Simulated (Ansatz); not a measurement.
`CB[SiH2]SC` + CH₃OH → `CBOC` + `CS[SiH3]` at 500 K and 1 bar (cleavage of the B–Si bond).

Gas-phase electronic energies from Ansatz, PBE0-D4/def2-TZVP geometries. CBS: MP2 limit from def2 TZ/QZ plus the TZ coupled-cluster correction, frozen cores. This one scheme is used for every species. Each species was taken in one conformer, which may not be the lowest.

```
     species  CCSD(T)/CBS energy (Eh)  H − E (kJ/mol)  S (J/(mol·K))
`CB[SiH2]SC`               -793.17470           333.4          479.3
       CH₃OH               -115.61712           157.0          265.4
      `CBOC`               -180.32625           281.1          363.5
  `CS[SiH3]`               -728.52947           205.2          363.4
```

H − E and S are ideal-gas, rigid-rotor, harmonic terms from PBE0-D4/def2-TZVP, for one conformer and one mirror image of each species. 1 Eh = 2625.50 kJ/mol, R = 8.31446 J/(mol·K).

Question: By hand: ΔE, ΔH, ΔS and ΔG.

Answer: ΔE = (-180.32625) + (-728.52947) − (-793.17470) − (-115.61712) = -0.06390 Eh = -167.8 kJ/mol. Δ(H − E) = 281.1 + 205.2 − 333.4 − 157.0 = -4.1, so ΔH = -171.9 kJ/mol. ΔS = 363.5 + 363.4 − 479.3 − 265.4 = -17.8 J/(mol·K). ΔG = -171.9 − 500 × (-17.8)/1000 = -163.0 kJ/mol.

Question: By hand: the equilibrium constant, and the temperature at which ΔG would vanish if ΔH and ΔS stayed fixed.

Answer: log₁₀ K = −ΔG/(RT ln 10) = 17.0. ΔG = 0 at ΔH/ΔS = 9657 K, far beyond where these terms or the molecules hold.

ΔH outweighs TΔS. A doubt of 5 kJ/mol in ΔE shifts log₁₀ K by 0.5 here. Other conformers and mirror images would add mixing entropy, several J/(mol·K) or more a flexible species. Modes under 60 cm⁻¹, often nearly free rotors, make the harmonic entropy too high. These are equilibria of isolated gas molecules and say nothing of rates. Largest T1 diagnostic: 0.012 (customary marks: 0.02 for closed shells, 0.045 for open ones).
